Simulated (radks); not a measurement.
The numbers below are computed, except where a source is named.
The oxygen anion O2-, [Ne], held by a Watson sphere: a shell of charge +2 at radius R that stands for the Madelung well of a crystal (potential energy -2/R inside, -2/r outside, in hartree with lengths in bohr). Code: a radial shooting solver on a logarithmic mesh with Libxc functionals. Model: non-relativistic Kohn-Sham, LDA (Slater exchange, Perdew-Wang correlation), spin-polarised, spherical densities, point nucleus. Response by self-consistent Sternheimer equations with the Hartree and adiabatic LDA kernel. The sphere does not respond.

R (bohr) = 2.59: e(1s) (eV) -503.81; e(2s) (eV) -19.688; e(2p) (eV) -6.024; <r> 2p (bohr) 1.621; sum of <r^2> (bohr^2) 25.86; X-ray form factor at sin(theta)/lambda = 0.1 1/angstrom 8.425; alpha (bohr^3) 25.91
R (bohr) = 2.65: e(1s) (eV) -503.75; e(2s) (eV) -19.511; e(2p) (eV) -5.864; <r> 2p (bohr) 1.633; sum of <r^2> (bohr^2) 26.29; X-ray form factor at sin(theta)/lambda = 0.1 1/angstrom 8.408; alpha (bohr^3) 27.42
R (bohr) = 3.07: e(1s) (eV) -503.32; e(2s) (eV) -18.455; e(2p) (eV) -4.873; <r> 2p (bohr) 1.715; sum of <r^2> (bohr^2) 29.30; X-ray form factor at sin(theta)/lambda = 0.1 1/angstrom 8.292; alpha (bohr^3) 40.41
R (bohr) = 3.47: e(1s) (eV) -502.92; e(2s) (eV) -17.691; e(2p) (eV) -4.115; <r> 2p (bohr) 1.788; sum of <r^2> (bohr^2) 32.30; X-ray form factor at sin(theta)/lambda = 0.1 1/angstrom 8.194; alpha (bohr^3) 57.73
R (bohr) = 3.64: e(1s) (eV) -502.76; e(2s) (eV) -17.422; e(2p) (eV) -3.839; <r> 2p (bohr) 1.818; sum of <r^2> (bohr^2) 33.62; X-ray form factor at sin(theta)/lambda = 0.1 1/angstrom 8.155; alpha (bohr^3) 66.98
